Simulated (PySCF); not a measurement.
A K-edge absorption job on `O=CO[C@@H]1CC[Se]1`.

Method: core-valence-separated TDA BHandHLYP/aug-pcX-1 H:pcseg-1 Se:def2-SVPD, K edges, non-relativistic, gas phase (PySCF 2.14.0, density-fitted response routines). Geometry: PBE0-D3(BJ)/def2-SVP. A driver script takes a list of jobs; this job's settings line and coordinates (Å) are shown.

Input:
```
{"job": {"kind": "xas", "xc": "BHandHLYP", "basis": {"default": "aug-pcX-1", "H": "pcseg-1", "Se": "def2-SVPD"}}, "charge": 0, "multiplicity": 1}
O      2.708243    -0.794816     0.450927
C      2.519532    -0.029682    -0.449786
O      1.325295     0.263192    -0.965545
C      0.219503    -0.402953    -0.399688
C     -1.096231     0.252715    -0.797880
C     -1.817668     0.212999     0.554220
Se    -0.126766    -0.117974     1.524468
H      3.303651     0.551688    -0.975866
H      0.301675    -1.480415    -0.606993
H     -0.875629     1.290391    -1.086912
H     -1.621885    -0.232787    -1.635631
H     -2.497656    -0.642086     0.668684
H     -2.338455     1.134429     0.845823
```

Output:
```
coarse grid: 53248 points
cycle   1  E = -2707.3481146708  dE =  3.947e-01  |g| = 8.585e-01  |ddm| = 4.505e+00
cycle   2  E = -2707.2332491685  dE =  1.149e-01  |g| = 1.212e+00  |ddm| = 1.548e+00
cycle   3  E = -2707.4929649330  dE = -2.597e-01  |g| = 1.532e-01  |ddm| = 9.324e-01
cycle   4  E = -2707.4962250364  dE = -3.260e-03  |g| = 7.564e-02  |ddm| = 1.643e-01
cycle   5  E = -2707.4971872749  dE = -9.622e-04  |g| = 9.511e-03  |ddm| = 7.101e-02
cycle   6  E = -2707.4972077458  dE = -2.047e-05  |g| = 3.834e-03  |ddm| = 1.702e-02
cycle   7  E = -2707.4972115364  dE = -3.791e-06  |g| = 1.339e-03  |ddm| = 5.912e-03
final grid: 112560 points
cycle   8  E = -2707.4972271701  dE = -1.914e-07  |g| = 1.388e-03  |ddm| = 4.297e-03
cycle   9  E = -2707.4972269998  dE =  1.702e-07  |g| = 1.754e-03  |ddm| = 2.854e-03
cycle  10  E = -2707.4972275998  dE = -6.000e-07  |g| = 1.529e-04  |ddm| = 1.501e-03
cycle  11  E = -2707.4972276051  dE = -5.296e-09  |g| = 8.699e-05  |ddm| = 1.871e-04
cycle  12  E = -2707.4972276072  dE = -2.128e-09  |g| = 2.577e-05  |ddm| = 1.603e-04
cycle  13  E = -2707.4972276074  dE = -1.560e-10  |g| = 5.294e-06  |ddm| = 3.427e-05
converged SCF energy = -2707.4972276074

C K edge
   eV          f      from atoms
  284.330   0.04867   C5
  284.967   0.08515   C1
  285.556   0.00955   C4
  285.777   0.05581   C3
  286.042   0.01511   C4
  286.393   0.02062   C5 C4
  286.394   0.02023   C4 C5
  286.558   0.01311   C5
  286.837   0.02642   C5
  286.961   0.00623   C4
  287.443   0.00063   C4
  287.658   0.00432   C4
  287.896   0.00047   C5
  287.923   0.04111   C3
  287.930   0.00075   C4
  288.044   0.00283   C5
  288.276   0.02601   C3
  288.286   0.00052   C4
  288.298   0.00148   C5
  288.470   0.00647   C5

O K edge
   eV          f      from atoms
  529.349   0.04712   O0
  533.013   0.02178   O2
  533.484   0.00129   O0
  534.251   0.00084   O0
  534.629   0.01363   O2
  534.651   0.00071   O0
  534.736   0.00163   O0
  535.091   0.00025   O0
  535.205   0.00582   O0
  535.405   0.01903   O2
  535.560   0.00278   O2
  535.609   0.00083   O0
```

Atoms in this output count from 0.

Summary of the converged run: lowest C 1s excitation 284.3 eV; lowest O 1s excitation 529.3 eV; the energies are raw, with no shift to experiment and no relativistic term.

 Relativistic effects, spin–orbit coupling among them, are left out although an element past zinc is present.

Cost: about 60 s of CPU time on one thread; the machine was shared, so the figure is rough.

One conformer stands for the species.
Labels such as C1 count atoms from 1, the log's own numbers from 0.
